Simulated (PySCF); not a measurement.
**Question.** Give a PBE0-D3(BJ)/def2-SVP geometry of `[SiH3][Si@@H](P)C[SiH3]`.

**Answer.** 
```xyz
16
CH11PSi3 angstrom
Si    -2.060   -1.054   -0.008
C     -1.019   -0.384    1.410
Si     0.597    0.466    0.920
Si     1.941   -0.947   -0.387
P      0.329    2.379   -0.272
H     -2.545    0.058   -0.881
H     -1.240   -1.984   -0.846
H     -3.246   -1.801    0.512
H     -1.627    0.325    1.998
H     -0.768   -1.225    2.081
H      1.351    0.851    2.156
H      1.412   -1.021   -1.785
H      3.342   -0.428   -0.436
H      1.957   -2.331    0.185
H     -0.721    2.881    0.559
H     -0.571    1.781   -1.207
```

Orientation and origin are arbitrary. Atoms count from 1 in this order. Si1 (SiH3 silicon) is tetrahedral (angles from 108.2° to 110.8°). P5 (three-coordinate phosphorus) is pyramidal (angles 94.4°, 93.8° and 93.7°, sum 281.9°, 0.86 Å off the plane of its three neighbours). Si3 (SiH silicon) is distorted tetrahedral (angles from 106.0° to 114.5°). Si4 (SiH3 silicon) is tetrahedral (angles from 108.4° to 110.4°).

Bonds between heavy atoms (Å): Si1–C2 1.882, C2–Si3 1.890, Si3–Si4 2.348, Si3–P5 2.270.

The calculation used PBE0-D3(BJ)/def2-SVP geometry optimisation, gas phase in PySCF.

Point group: C1 (no symmetry element, even within 0.4 Å). Stationary, but not proved a minimum. One conformer, not necessarily the lowest (Si1–C2–Si3–Si4 -55°, C2–Si3–P5–H 44° and -50°).
